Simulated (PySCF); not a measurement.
**Radial density of Hf⁺ (hafnium, charge +1)**

PW91, [Xe] 4f14 5d1 6s1 6p1, one real determinant (an excited configuration). Computed with PySCF 2.14 in aug-cc-pVDZ-PP with ECP60MDF, with a scalar-relativistic core potential. This is the valence pseudo-density: the core potential removes the inner electrons and smooths the orbitals near the nucleus.

| r (bohr) | 4πr²ρ (e/bohr) | 4πr²(ρα − ρβ) |
| --- | --- | --- |
| 0.141 | 1.871e-05 | 0.0000 |
| 0.237 | 6.610e-05 | 0.0000 |
| 0.398 | 0.02069 | 0.0016 |
| 0.670 | 2.262 | 0.1070 |
| 1.13 | 8.955 | 0.4303 |
| 1.90 | 2.945 | 0.7467 |
| 3.19 | 0.9181 | 0.8729 |
| 5.36 | 0.1768 | 0.1767 |
| 9.02 | 0.003725 | 0.0037 |
| 15.2 | 1.683e-05 | 0.0000 |

⟨L²⟩ = 8.01 against 12 for a pure F term, so this real determinant mixes terms. Energies and moments cover only the electrons outside the core potential. Spin-orbit coupling, absent here, splits the open shell strongly.
